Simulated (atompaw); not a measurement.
**u(r) = r·R(r): atom against pseudo-atom (Tm)**

Columns: radius, all-electron u(r) and pseudo u(r) of the 5p shell (level -28.49 eV) of thulium in the configuration [Kr] 4d10 4f13 5s2 5p6 5d0 6s1 6p1; PBE, scalar-relativistic, PAW (atompaw) scheme, atompaw 4.2.0.5.

```tsv
r (bohr)	all-electron	pseudo
0.088	0.0131	0.0090
0.177	0.2998	0.0358
0.265	-0.0647	0.0788
0.354	-0.4043	0.1369
0.442	-0.4633	0.2063
0.531	-0.3047	0.2854
0.619	-0.0492	0.3690
0.708	0.2231	0.4552
0.796	0.4609	0.5385
0.885	0.6518	0.6173
0.973	0.7886	0.6864
1.062	0.8791	0.7450
1.150	0.9287	0.7895
1.238	0.9465	0.8194
1.327	0.9397	0.8344
1.415	0.9148	0.8343
1.504	0.8767	0.8202
1.592	0.8305	0.7940
1.681	0.7787	0.7575
1.769	0.7249	0.7140
1.858	0.6698	0.6651
1.946	0.6161	0.6146
2.035	0.5636	0.5632
2.123	0.5141	0.5140
2.212	0.4668	0.4668
2.300	0.4232	0.4232
```

Problem. How many radial nodes do the two functions have?

Solution. The all-electron 5p function has n − l − 1 = 3 (the table is too coarse to show those close to the nucleus); the pseudo-wave has 0, since the states of the same l below it are removed with the core.

Problem. Where does each function peak?

Solution. Outermost all-electron maximum near 1.24 bohr, pseudo maximum near 1.33 bohr (to the table’s step).

Problem. Is the pseudo-wave norm-conserving?

Solution. No, it belongs to a PAW set: the norm inside the radius is not constrained, and the difference is carried by the augmentation charge.
